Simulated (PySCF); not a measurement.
Structure problem from calculated spectra and properties.

Elements present: C, H, O, S and Si. Monoisotopic mass: 183.9686 u.

- Dipole: 1.03 D [PBE0/pcSseg-1]
- NMR, other nuclei: isotropic shieldings of nuclei other than C and H, by class: 294 (1 O), 321 (1 Si), 458 (1 Si), 468 (1 Si), 476 (1 Si), 578 (1 S) ppm [GIAO PBE0/pcSseg-1]
- Rotational structure: rotational constants A, B, C: 1.337, 0.595, 0.484 GHz [GFN2-xTB]
- 13C NMR: chemical shifts (computed TMS as zero) by class: 13.3 (1 C) ppm [GIAO PBE0/pcSseg-1]
- 1H NMR: chemical shifts (computed TMS as zero) by class: 3.72 (3 H), 3.57 (3 H), 3.44 (1 H), 3.26 (1 H), 2.24 (3 H), 0.75 (1 H) ppm [GIAO PBE0/pcSseg-1]

Electronic properties: PySCF, gas phase, density fitting. Levels stand in brackets. Isolated species at its GFN2-xTB geometry (one conformer only). NMR classes are plain means over equivalent atoms (diastereotopic ones count apart unless rotation or inversion swaps them), as if these changed places fast.

Task: Which formula fits the mass and the elements?

Result: CH12OSSi4 (calculated 183.9686). Within 0.0003 u, C3H8O3S2Si would fit the mass too; the spectra decide.

Task: What is the compound? Reason from the data.

Result: Numbering: `[CH3:1][S:2][Si@@:3]([OH:4])([SiH3:5])[SiH2:6][SiH3:7]`. Its formula, CH12OSSi4, gives 0 degrees of unsaturation, so no ring and no π bond. The one carbon: S-methyl carbon [C1] (13.3 ppm). Hydrogen classes from least to most shielded: 3 H on an SiH3 silicon, Si5 (3.72 ppm), 3 H on an SiH3 silicon, Si7 (3.57 ppm), 1 H on an SiH2 silicon, Si6 (3.44 ppm), 1 H on an SiH2 silicon, Si6 (3.26 ppm), 3 H on an S-methyl carbon, C1 (2.24 ppm), 1 H on a silanol oxygen, O4 (0.75 ppm). The other shieldings belong to: 294 ppm, silanol oxygen [O4]; 321 ppm, oxygen-bound silicon [Si3]; 458 ppm, SiH3 silicon [Si5]; 468 ppm, SiH3 silicon [Si7]; 476 ppm, SiH2 silicon [Si6]; 578 ppm, sulfur bonded to C and Si [S2]. The optimised geometry has point group C1 and is an asymmetric top. Structure: `CS[Si@@](O)([SiH3])[SiH2][SiH3]`. Computed isomers that give other values at the same levels: `C[Si@H]([SiH2]O[SiH3])S[SiH3]` (13C chemical shifts (computed TMS as zero) by class: -0.4 (1 C) ppm); `[SiH3]CS[SiH2]O[SiH2][SiH3]` (1H chemical shifts (computed TMS as zero) by class: 5.65 (2 H), 5.28 (2 H), 4.14 (3 H), 3.57 (3 H), 1.95 (2 H) ppm). The assignments are read from this structure; whether some other isomer fits the data as well wasn't checked. The mirror image fits equally.

Conformer computed: `[CH3:1][S:2][Si@@:3]([OH:4])([SiH3:5])[SiH2:6][SiH3:7]`: C1–S2–Si3–O4 -57°, S2–Si3–Si6–Si7 61°, H–O4–Si3–S2 -55°.
